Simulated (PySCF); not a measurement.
**Steps of a relaxation of [Eu(H2O)4]3+**

[Eu(H2O)4]3+ (singlet in the valence; each metal's 4f electrons, 6 of them, lie in its core potential, out of spins and levels; a saddle point, relaxed within its symmetry). PySCF 2.14.0, RKS PBE0, Eu lcecp-1-SVP with ECP52, O def2-SVP, H def2-SVP; non-relativistic Hamiltonian with scalar-relativistic core potentials where named; density fitting; no spin-orbit coupling. Origin of the start: template. Columns: position (Å) and force (eV/Å). Energies are counted from the last step; some of the 6 steps are shown. Forces carry noise of the integration grid, about 0.01 to 0.03 eV/Å.

Run from Python with OMP_NUM_THREADS=2. Where DIIS fails, smearing, a level shift and second-order steps follow.
It took 37 s on 2 threads of Arm Neoverse V2 (shared host), from the converged density of the start.

```xyz
13
step 0  E = 0.434 eV
Eu    0.0000    0.0000    0.0000     0.00    0.00    0.00
O     1.4347    1.4347    1.4347    -1.10   -1.03   -1.03
H     1.7754    1.2309    2.3198     0.23   -0.06    0.47
H     1.7754    2.3198    1.2309     0.23    0.47   -0.06
O    -1.4347   -1.4347    1.4347     1.10    1.03   -1.03
H    -1.7754   -1.2309    2.3198    -0.23    0.06    0.47
H    -1.7754   -2.3198    1.2309    -0.23   -0.47   -0.06
O     1.4347   -1.4347   -1.4347    -1.10    1.03    1.03
H     1.7754   -2.3198   -1.2309     0.23   -0.47    0.06
H     1.7754   -1.2309   -2.3198     0.23    0.06   -0.47
O    -1.4347    1.4347   -1.4347     1.10   -1.03    1.03
H    -1.7754    2.3198   -1.2309    -0.23    0.47    0.06
H    -1.7754    1.2309   -2.3198    -0.23   -0.06   -0.47
```

```xyz
13
step 2  E = 0.052 eV
Eu    0.0000    0.0000    0.0000     0.00    0.00    0.00
O     1.3632    1.3565    1.3565     0.17    0.31    0.31
H     1.7170    1.1832    2.2678    -0.18   -0.09   -0.39
H     1.7170    2.2678    1.1832    -0.18   -0.39   -0.09
O    -1.3632   -1.3565    1.3565    -0.17   -0.31    0.31
H    -1.7170   -1.1832    2.2678     0.18    0.09   -0.39
H    -1.7170   -2.2678    1.1832     0.18    0.39   -0.09
O     1.3632   -1.3565   -1.3565     0.17   -0.31   -0.31
H     1.7170   -2.2678   -1.1832    -0.18    0.39    0.09
H     1.7170   -1.1832   -2.2678    -0.18    0.09    0.39
O    -1.3632    1.3565   -1.3565    -0.17    0.31   -0.31
H    -1.7170    2.2678   -1.1832     0.18   -0.39    0.09
H    -1.7170    1.1832   -2.2678     0.18   -0.09    0.39
```

```xyz
13
step 3  E = 0.041 eV
Eu    0.0000    0.0000    0.0000     0.00    0.00    0.00
O     1.3087    1.3498    1.3498     0.59    0.25    0.25
H     1.7330    1.1395    2.2200    -0.26   -0.05   -0.20
H     1.7330    2.2200    1.1395    -0.26   -0.20   -0.05
O    -1.3087   -1.3498    1.3498    -0.59   -0.25    0.25
H    -1.7330   -1.1395    2.2200     0.26    0.05   -0.20
H    -1.7330   -2.2200    1.1395     0.26    0.20   -0.05
O     1.3087   -1.3498   -1.3498     0.59   -0.25   -0.25
H     1.7330   -2.2200   -1.1395    -0.26    0.20    0.05
H     1.7330   -1.1395   -2.2200    -0.26    0.05    0.20
O    -1.3087    1.3498   -1.3498    -0.59    0.25   -0.25
H    -1.7330    2.2200   -1.1395     0.26   -0.20    0.05
H    -1.7330    1.1395   -2.2200     0.26   -0.05    0.20
```

Question: Where does the relaxation end?

Answer: It converges at step 5 in D2d:
```xyz
13
step 5  E = 0
Eu    0.0000    0.0000    0.0000
O     1.3356    1.3442    1.3442
H     1.7048    1.1448    2.2339
H     1.7048    2.2339    1.1448
O    -1.3356   -1.3442    1.3442
H    -1.7048   -1.1448    2.2339
H    -1.7048   -2.2339    1.1448
O     1.3356   -1.3442   -1.3442
H     1.7048   -2.2339   -1.1448
H     1.7048   -1.1448   -2.2339
O    -1.3356    1.3442   -1.3442
H    -1.7048    2.2339   -1.1448
H    -1.7048    1.1448   -2.2339
```

Question: How did the contacts change?

Answer: 
```csv
contact,start (Å),end (Å)
Eu1–O2 (H2O),2.485,2.323
Eu1–O5 (H2O),2.485,2.323
Eu1–O8 (H2O),2.485,2.323
Eu1–O11 (H2O),2.485,2.323
```


An lcecp potential fixes the number of 4f electrons, so in runs with it no electron can move into or out of that shell.
